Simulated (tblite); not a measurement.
C₆H₇FOSi.
Numbering: `[F:1][c:2]1[cH:3][cH:4][cH:5][c:6]([O:7][SiH3:8])[cH:9]1` (hydrogens: H10 on C3; H11 on C4; H12 on C5; H13, H14, H15 on Si8; H16 on C9)

Computed with GFN2-xTB (tblite), gas phase: nudged elastic band of 9 images (0 to 8), spring 0.2 eV/Å², climbing image at the end, force threshold 0.05 eV/Å. The top image wasn't refined or checked by frequencies; at this threshold it can lie a kcal/mol or more above the true saddle point of the method.

The band describes a rotation about C6–O7 (aromatic carbon bearing oxygen, silyl ether oxygen), followed by the dihedral C5–C6–O7–Si8, from the optimised start (180°) to a second optimised geometry at 0°.

Problem. Give the energy profile along the converged band.

Solution. 
```
image  dihedral (°)  E (kcal/mol)  C6–O7 (Å)  C5···Si8 (Å)  largest true force (eV/Å)
    0           180          0.00      1.342          3.95                       0.01
    1          -161          0.36      1.343          3.93                       0.04
    2          -138          0.93      1.344          3.86                       0.04
    3          -113          1.39      1.347          3.74                       0.04
    4           -87          1.55      1.348          3.58                       0.04
    5           -62          1.36      1.347          3.42                       0.04
    6           -39          1.05      1.346          3.29                       0.04
    7           -18          0.62      1.345          3.20                       0.05
    8             0          0.11      1.342          3.23                       0.01
```

Barriers of this band. The top is image 4 at -87°: 1.55 kcal/mol forward and 1.44 kcal/mol back; the end lies 0.11 kcal/mol above the start. The central bond is 0.006 Å longer at the top than at the start.

Problem. What rate follows at 298 K for crossing this barrier forward?

Solution. Taking the electronic barrier for the free energy of activation (no zero-point or entropy terms, transmission 1), rate = (kT/h)·exp(−ΔE/kT) ≈ 5 × 10^11 s⁻¹, whose inverse is 2 × 10^-12 s. An error of 1 kcal/mol in the barrier changes this by a factor of 5, and the method and the loose band can each miss by that much or more. The barrier is only 2.6 kT, where transition-state theory is rough.

The cost below is that of the whole band run. Rough CPU time on one thread of a shared machine: about 8 s.
